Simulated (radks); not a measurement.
Numerical settings for the tantalum ion Ta+, [Xe] 4f14 5d3 6s1. Method: Dirac Kohn-Sham, BLYP, spin-unpolarised, spherical densities, point nucleus; open shells fill j = l - 1/2 first; computed with a radial shooting solver on a logarithmic mesh with Libxc functionals. The defaults (mesh step 0.008 in ln r, mesh end at 40 bohr or more with all orbitals vanishing there, Anderson mixing 0.5 over 9 steps, residual threshold near 1e-9 with the energy settled to 1e-9 hartree or 1e-11 of itself, here a cap of 78 iterations) give E = -15626.5740 hartree and 5d3/2 at -10.569 eV in 16 iterations. Run on one thread of a shared host, so times are rough (Arm Neoverse N1): 0.27 s of CPU time, 0.27 s wall, 16 iterations on 2648 mesh points. One setting is changed at a time: mesh step in ln r 0.012; mesh step in ln r 0.12; mesh step in ln r 0.08; mesh end (bohr) 3; mesh end (bohr) 12; residual threshold 0.001; residual threshold 0.1; mixing 0.2; linear mixing, mixing 0.05; linear mixing, mixing 0.8; mixing history 3; iteration cap 2. Which runs fail to converge, and which converge to a wrong energy?

Answer. Not converged within the cap: mesh step in ln r 0.12; mesh step in ln r 0.08; linear mixing, mixing 0.05; linear mixing, mixing 0.8; iteration cap 2. Settled on a wrong energy, with an occupied level pushed above zero by the early mesh end: mesh end (bohr) 3 (+1.68 hartree). Apart from these: no run marked as converged misses the energy by more than 1 mhartree.
